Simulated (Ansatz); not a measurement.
Reaction (ligand exchange at the Si–C bond): `C=CC[SiH3]` + `FCS` → `FCS[SiH3]` + `C=CC`

Calculated with Ansatz (gas phase, PBE0-D4/def2-TZVP geometries, no zero-point term in ΔE). CCSD(T)/CBS adds triple-zeta CCSD(T) − MP2 to the extrapolated MP2 energy (def2 sets, frozen cores). DFT in def2-TZVPP. Each species was taken in one conformer, which may not be the lowest.

`C=CC[SiH3]`:

Cartesian coordinates in Å:
```
C 0.071 0.415 2.004
C -0.612 0.272 0.875
C -0.333 -0.738 -0.182
Si 0.464 0.057 -1.696
H 0.896 -0.244 2.255
H -0.172 1.194 2.716
H -1.429 0.962 0.669
H -1.257 -1.225 -0.512
H 0.337 -1.520 0.189
H 1.803 0.596 -1.341
H 0.617 -0.943 -2.788
H -0.385 1.174 -2.190
```

`FCS`:

```xyz
6

F    -0.771    0.019    1.320
C    -0.159    0.419    0.155
S    -0.085   -0.875   -1.077
H     0.841    0.776    0.402
H    -0.748    1.227   -0.285
H     0.921   -1.565   -0.516
```

`FCS[SiH3]`:

Cartesian coordinates in Å:
```
F -1.163 -1.547 -0.810
C -0.061 -1.522 0.009
S 1.176 -0.326 -0.528
Si 0.162 1.486 -0.012
H -0.396 -1.298 1.023
H 0.420 -2.501 -0.025
H 1.188 2.553 -0.088
H -0.954 1.795 -0.939
H -0.371 1.361 1.370
```

`C=CC`:

Z-matrix (Å, degrees):
```
C
C 1 1.490
H 1 1.095 2 111.0
H 1 1.095 2 111.0 3 118.3
H 1 1.092 2 111.5 3 -120.8
C 2 1.325 1 125.1 3 120.8
H 2 1.088 1 116.2 3 -59.2
H 6 1.084 2 121.6 1 -180.0
H 6 1.086 2 121.4 1 0.0
```

Is it downhill or uphill in electronic energy at CCSD(T)/CBS, and by how much? (An estimate is asked.)

Computed: Downhill: ΔE = -58.0 kJ/mol.

What do these levels give: BLYP-D4, r2SCAN-D4, ωB97X-V, PBE-QIDH, BLYP, r2SCAN, CCSD(T)/def2-SVP, MP2/def2-TZVPP, SCS-MP2/def2-TZVPP, HF/def2-QZVPP, HF/CBS(def2), CCSD/CBS(def2)? (An estimate is asked.)

Ansatz gave: BLYP-D4 -56.6, r2SCAN-D4 -59.5, ωB97X-V -57.3, PBE-QIDH -58.8, BLYP -57.3, r2SCAN -59.8, CCSD(T)/def2-SVP -53.3, MP2/def2-TZVPP -57.3, SCS-MP2/def2-TZVPP -56.6, HF/def2-QZVPP -60.1, HF/CBS(def2) -60.0, CCSD/CBS(def2) -57.8 kJ/mol.

Largest T1 diagnostic among the species: 0.012.

At CCSD(T), def2-SVP lies +4.7 kJ/mol from the extrapolated value and def2-TZVPP +2.7 kJ/mol. Leaving LDA and LC-ωPBE aside and taking each functional with its dispersion term where it has one, the values, not all of them listed here, spread over 4.2 kJ/mol, from B97M-V to CAM-B3LYP-D4. LDA lies +4.2 kJ/mol from PBE without D4. In def2-TZVPP, CCSD(T) changes the Hartree–Fock value by +5.1 kJ/mol (the triples alone add −0.2 kJ/mol) and MP2 by +3.1 kJ/mol.
